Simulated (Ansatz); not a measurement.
`IB1C[SiH2]1` → `I[SiH]1BC1`  (isomerisation)

Calculated with Ansatz (gas phase, PBE0-D4/def2-TZVP geometries, no zero-point term in ΔE). CCSD(T)/CBS adds triple-zeta CCSD(T) − MP2 to the extrapolated MP2 energy (def2 sets, frozen cores). Functionals use def2-TZVPP. Elements past krypton have def2 core potentials. For I outer-core shells are correlated without core-valence functions, which leaves a few kJ/mol of doubt a bond.

```
       level  ΔE (kJ/mol)
    BHLYP-D4        -23.9
    PBE-QIDH        -22.3
 HF/def2-SVP        -12.2
MP2/def2-SVP        -10.2
```

(1) What does CCSD(T)/CBS give? (Estimate.)

Largest T1 diagnostic among the species: 0.013.

Results:

(1) Ansatz gave: -24.4 kJ/mol. The listed levels differ from it by 0.5, 2.1, 12.2, 14.2 kJ/mol.

At CCSD(T), def2-SVP lies +15.9 kJ/mol from the extrapolated value and def2-TZVPP +5.7 kJ/mol. Leaving LDA and LC-ωPBE aside and taking each functional with its dispersion term where it has one, the values, not all of them listed here, spread over 6.7 kJ/mol, from ωB97M-V to B97M-V.
